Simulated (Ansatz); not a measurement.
`C=CBC=[Se]` + HCl → `C=CBCl` + `C=[Se]` at 298.15 K and 1 bar (ligand exchange at a B–C bond).

Computed with Ansatz on PBE0-D4/def2-TZVP structures; ΔE is electronic, products minus reactants. CCSD(T)/CBS adds triple-zeta CCSD(T) − MP2 to the extrapolated MP2 energy (def2 sets, frozen cores). This one scheme is used for every species. For Se outer-core shells are correlated without core-valence functions, which leaves a few kJ/mol of doubt a bond. Scalar relativity is left out up to krypton. Each species was taken in one conformer, which may not be the lowest.

```tsv
species	CCSD(T)/CBS energy (Eh)	H − E (kJ/mol)	S (J/(mol·K))
`C=CBC=[Se]`	-2542.60525	204.6	348.7
HCl	-460.38127	26.6	186.8
`C=CBCl`	-563.09944	163.6	297.8
`C=[Se]`	-2439.91603	73.7	242.8
```

H − E and S are ideal-gas, rigid-rotor, harmonic terms from PBE0-D4/def2-TZVP, for one conformer and one mirror image of each species. 1 Eh = 2625.50 kJ/mol, R = 8.31446 J/(mol·K).

Question: By hand: ΔE, ΔH, ΔS and ΔG.

Answer: ΔE = (-563.09944) + (-2439.91603) − (-2542.60525) − (-460.38127) = -0.02895 Eh = -76.0 kJ/mol. Δ(H − E) = 163.6 + 73.7 − 204.6 − 26.6 = 6.1, so ΔH = -69.9 kJ/mol. ΔS = 297.8 + 242.8 − 348.7 − 186.8 = 5.1 J/(mol·K). ΔG = -69.9 − 298.15 × (5.1)/1000 = -71.4 kJ/mol.

Question: By hand: the equilibrium constant, and the temperature at which ΔG would vanish if ΔH and ΔS stayed fixed.

Answer: log₁₀ K = −ΔG/(RT ln 10) = 12.5. ΔH and −TΔS have one sign here, so there is no such temperature. One of them is within its doubt of zero, so this could turn.

The number of gas molecules stays the same, so ΔS is small and ΔH decides. A doubt of 5 kJ/mol in ΔE shifts log₁₀ K by 0.9 here. Other conformers and mirror images would add mixing entropy, several J/(mol·K) or more a flexible species. Modes under 60 cm⁻¹, often nearly free rotors, make the harmonic entropy too high. These are equilibria of isolated gas molecules and say nothing of rates. Largest T1 diagnostic: 0.017 (customary marks: 0.02 for closed shells, 0.045 for open ones).
